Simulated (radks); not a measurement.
Values are calculated unless marked as measured or tabulated.
Be IV, configuration 1s1 (the NIST ground configuration). Code: a radial shooting solver on a logarithmic mesh with Libxc functionals. Model: scalar-relativistic Kohn-Sham, PBEsol, spin-polarised, spherical densities, finite nucleus; open shells are filled with parallel spins first; Fermi nuclear charge, rms radius 2.519 fm.

Radial electron density D(r) = 4 pi r^2 rho(r):

r (bohr),D(r) (e/bohr)
0.01706,0.06501
0.01986,0.08613
0.02312,0.1137
0.02691,0.1494
0.03133,0.1954
0.03648,0.2541
0.04246,0.3281
0.04943,0.4204
0.05755,0.5336
0.06646,0.6623
0.07737,0.8220
0.09007,1.006
0.1049,1.210
0.1221,1.428
0.1421,1.647
0.1654,1.850
0.1926,2.016
0.2242,2.120
0.261,2.140
0.3039,2.060
0.3538,1.875
0.4118,1.601
0.4794,1.268
0.5582,0.9215
0.6498,0.6059
0.7564,0.3551
0.8806,0.1822
1.025,0.08008
1.193,0.02938
1.389,0.008724

D(r) has 1 maximum, at r = 0.251 bohr.
